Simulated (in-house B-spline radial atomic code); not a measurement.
Solving the quasi-particle equation for 5s up of Ag

Configuration [Kr] 4d10 5s1, highest spin, start r2SCAN; correlation leaves out the 5 deepest shells. Computed with a B-spline radial code for spherical atoms: all electrons, scalar-relativistic (spin-free one-electron X2C), finite nucleus, each spin shell either full or empty, empty states to l = 9 with an (l + 1/2)⁻⁴ tail; G0W0 by contour deformation at full frequency.

RPA overbinds a lone outer s electron by self-correlation, and G0W0 tends to as well.

At the mean-field level ε = -4.956 eV the matrix elements are Σx = -10.934 eV, v_xc = -9.203 eV and Σc(ε) = -1.588 eV, and the slope of the correlation self-energy is dΣc/dω = -0.0993. The quasi-particle energy solves E = ε + Σx − v_xc + Σc(E).

Question: What does the linearised equation give?

Answer: Z = 1/(1 − dΣc/dω) = 1/1.0993 = 0.9097. The first-order shift is Σx − v_xc + Σc(ε) = -10.934 − (-9.203) + (-1.588) = -3.319 eV, so E ≈ ε + Z × shift = -4.956 + 0.9097 × (-3.319) = -7.975 eV.

Question: How does that compare with the full solution and with static screening?

Answer: Solving the equation at full frequency dependence gives E = -7.953 eV, where Σc = -1.266 eV and the weight is 0.887; the linearised value is off by 22 meV. Leaving Z out would give -8.275 eV. Static COHSEX puts -2.921 eV in place of Σc and gives -9.608 eV, 1.65 eV deeper. The tabulated removal energy is 7.576 eV (NIST, measured); the run leaves out spin-orbit coupling, Breit and QED terms.
